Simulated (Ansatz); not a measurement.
A nudged elastic band was laid between two geometries of CH5Ga + FH (9 atoms, charge 0, multiplicity 1).

The calculation used RKS PBE0-D4/def2-SVP in Ansatz.

```json
{"movable images": "4", "climbing image": "no", "spring": "5.0 eV/Å²", "optimiser": "quadratic models (default)", "start path": "through a guess of the saddle point", "force threshold": "0.03 eV/Å", "iteration limit": "60", "end points": "relaxed"}
```

First end point:

```xyz
9
Properties=species:S:1:pos:R:3
Ga 0.010 0.068 -0.020
H -0.037 0.301 1.575
H 1.428 0.131 -0.687
C -1.704 0.042 -0.979
H -2.215 -0.915 -0.784
H -2.364 0.845 -0.616
H -1.581 0.150 -2.066
F 0.075 -2.057 0.927
H 0.054 -1.478 1.669
```

Last end point:

```xyz
9
Properties=species:S:1:pos:R:3
Ga 0.128 -0.531 -0.432
H -0.277 0.135 2.014
H 1.479 0.254 -0.487
C -1.688 -0.058 -0.966
H -2.398 -0.828 -0.631
H -1.982 0.915 -0.543
H -1.751 0.024 -2.063
F 0.324 -2.202 0.121
H -0.167 -0.621 2.009
```

**Question.** What changes between the two ends?

**Answer.** Bonds broken: Ga1–H2, F8–H9. Bonds formed: Ga1–F8, H2–H9. CH5Ga + FH becomes CH4FGa + H2.

**Question.** Give the energies along the band, and the barrier.

**Answer.** It converged. The highest image is number 2 of 0 to 5, 5.9 kcal/mol above the first end and 19.8 kcal/mol above the last; the last end lies 13.9 kcal/mol below the first. No image climbed, so the highest image needn't sit at the top of the path. The orbitals stay closed-shell, which can raise the energy where a bond breaks towards radicals; this wasn't checked here.

| image | path coordinate (Å) | energy (kcal/mol) | Ga1–H2 (Å) | F8–H9 (Å) | Ga1–F8 (Å) |
| --- | --- | --- | --- | --- | --- |
| 0 | 0.00 | 0.0 | 1.61 | 0.94 | 2.33 |
| 1 | 0.43 | 0.7 | 1.64 | 0.96 | 2.26 |
| 2 | 0.86 | 5.9 | 1.78 | 1.16 | 2.02 |
| 3 | 1.29 | -5.0 | 2.01 | 1.61 | 1.85 |
| 4 | 1.71 | -12.7 | 2.31 | 2.06 | 1.79 |
| 5 | 2.14 | -13.9 | 2.57 | 2.51 | 1.77 |

**Question.** What is the geometry of the highest image?

**Answer.** 
```xyz
9
Properties=species:S:1:pos:R:3
Ga 0.033 -0.174 -0.111
H -0.125 -0.038 1.656
H 1.474 0.252 -0.521
C -1.715 -0.008 -0.961
H -2.366 -0.841 -0.659
H -2.192 0.931 -0.638
H -1.633 0.006 -2.058
F 0.177 -1.974 0.802
H 0.013 -1.066 1.513
```

Time of the run: 68 s on 2 threads of Arm Neoverse V2 (shared host), peak memory 0.19 GiB.
